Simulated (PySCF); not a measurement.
A structure optimised at TPSSh-D3(BJ)/def2-SVP, used in a PySCF frequency run:

```xyz
6

Al    -0.4128    -0.6116     0.0000
Cl     1.0143    -2.1517     0.0000
Br     0.2394     1.5403     0.0000
N     -2.1255    -1.0127     0.0000
H     -2.8803    -0.3312     0.0000
H     -2.4975    -1.9592     0.0000
```

### Question
Write its SMILES, formula and point group.

### Answer
[NH2][Al]([Cl])[Br], AlBrClH2N, Cs

### Question
What are its rotational constants (standard atomic weights)?

### Answer
4.1100, 1.3263, 1.0027 GHz
